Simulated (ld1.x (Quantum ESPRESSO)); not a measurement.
# Configuration tests for O (Z = 8) (PAW)

ld1.x (Quantum ESPRESSO) 7.5 input, shortened:

```
&input
   title='O', zed=8., rel=0, dft='PBESOL', iswitch=3,
   config='[He] 2s2 2p4'
 /
 &inputp
   pseudotype=3, lpaw=.true., tm=.true., lloc=-2, rcloc=1.30,
   nlcc=.true., new_core_ps=.true., rcore=0.65,
   which_augfun='BESSEL', rmatch_augfun=0.75
 /
4
2S  1  0   2.00   0.00  1.00  1.05  0.0
2S  1  0   0.00   0.70  1.00  1.05  0.0
2P  2  1   4.00   0.00  2.00  2.10  0.0
2P  2  1   0.00   2.75  2.00  2.10  0.0
 &test
   configts(1)='2s2 2p4'
 /
```

Energies are relative to the spin-unpolarised reference configuration 2s2 2p4; without spin polarisation the order of configurations can differ from experiment. Not all tests gave a result: test run stopped at test 7 of 7 (negative rho).

(1) Give the all-electron excitation energy and the error of the potential for: 2s2 2p3; 2s2 2p2; 2s2 2p1; 2s1 2p5; 2s0 2p6; 2s2 2p4.3.

Results:

(1)

| valence configuration | charge | ΔE all-electron (eV) | error AE − PS (meV) |
| --- | --- | --- | --- |
| 2s2 2p3 | +1 | 16.368 | +12 |
| 2s2 2p2 | +2 | 49.853 | +18 |
| 2s2 2p1 | +3 | 103.563 | +68 |
| 2s1 2p5 | 0 | 14.801 | +24 |
| 2s0 2p6 | 0 | 29.640 | +18 |
| 2s2 2p4.3 | -0.3 | -2.109 | +1.1 |
